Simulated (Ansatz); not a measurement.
CdCl2, singlet, at a GFN2-xTB geometry (such geometries of metal compounds can be far from the true shape) (core potentials on Cd); HF/def2-SVP in Ansatz (a program for electronic structure).

Ansatz was given this input:
Ansatz 0.2 input:
```yaml
crystal:
  periodic: [false, false, false]
  atoms:
    - {symbol: Cd, position_ang: [-0.39671305, 0.18389913, -0.31449633]}
    - {symbol: Cl, position_ang: [1.79622522, 0.09929264, -0.90545355]}
    - {symbol: Cl, position_ang: [-0.67609427, -0.61853724, 1.79344318]}
basis:
  gaussian:
    orbitals: def2-SVP
hamiltonian:
  xc: hf
```

It wrote (shortened):

```
Functional definition: HF
644 factors; integrals over basis functions are off by at most 3.8e-4 eV
mean field evaluation 1: about -29538.9237 eV, gradient 2.2e1 eV
mean field evaluation 2: about -29539.2556 eV, gradient 2.2e1 eV
mean field evaluation 4: about -29540.8633 eV, gradient 1.4e0 eV
mean field evaluation 8: about -29540.8880 eV, gradient 1.3e-1 eV
mean field -29540.88816160 eV, -1085.6076164055 hartree, gradient 5.8e-5 eV, S^2 0.000000; 0 other end points of the search recorded, 0 dependent functions left out
reference -29540.88816160 eV, -1085.6076164055 hartree; 27, 27 occupied and 40, 40 virtual orbitals, 644 factors
Total energy: -29540.88816160 eV, -1085.6076164055 hartree
```
